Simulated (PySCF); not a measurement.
**State search for AsH**

Unrestricted PBE0; basis As cc-pVTZ-PP with ECP10, H cc-pVTZ; scalar-relativistic core potentials; PySCF 2.14. Outer shells of the fragments: As 3d10 4s2 4p3; H 1s1.

Followed along the bond (rough minima from three points):

| 2Ms+1 | unpaired | ⟨S²⟩ at the start | R at minimum (Å) | Te (eV) |
| --- | --- | --- | --- | --- |
| 3 | π ↑↑ | 2.01 | 1.53 | 0.00 |
| 1 | π ↑↓ | 1.01 | 1.53 | 0.36 |
| 1 | none | 0.00 | 1.53 | 1.46 |
| 5 | σ ↑↑, π ↑↑ | 6.00 | none in the scan | ≤ 5.92 |

Solutions found at the starting distance of 1.495 Å, counted from the lowest of them; the search is not exhaustive and high or unbound solutions are not listed, so other states can lie among these:

| 2Ms+1 | unpaired | term | E (eV) | ⟨S²⟩ | ⟨Lz²⟩ | μ (D) |
| --- | --- | --- | --- | --- | --- | --- |
| 3 | π ↑↑ | ³Σ⁻ | 0.00 | 2.01 | 0.00 | 0.21 |
| 1 | π ↑↓ | mixed | 0.36 | 1.01 | 2.02 | 0.21 |
| 1 | none | mixed | 1.46 | 0.00 | 2.01 | 0.23 |
| 3 | σ ↑, π ↑ | ³Π | 3.82 | 2.01 | 1.01 | 0.78 |
| 1 | σ ↓, π ↑ | mixed | 4.17 | 1.02 | 1.01 | 0.86 |
| 3 | σ ↑, π ↑ | ³Π | 6.00 | 2.00 | 1.01 | -0.59 |
| 1 | σ ↓, π ↑ | mixed | 6.22 | 1.01 | 1.01 | -0.63 |
| 5 | σ ↑↑, π ↑↑ | ⁵Σ⁻ | 6.73 | 6.00 | 0.00 | 0.02 |
| 3 | σ ↑↑, π ↑↓ | mixed | 7.69 | 3.01 | 2.03 | 0.07 |
| 1 | σ ↓↓, π ↑↑ | mixed | 7.94 | 2.01 | 0.00 | 0.01 |

A term symbol is given only where ⟨S²⟩ and ⟨Lz²⟩ are close to those of a pure state; real π, δ and φ orbitals otherwise mix terms. A positive dipole means As(−)H(+).

Spin–orbit coupling is left out. Counting both spins, an empty level lies below a filled one in some of these solutions, because spin and occupation are held.
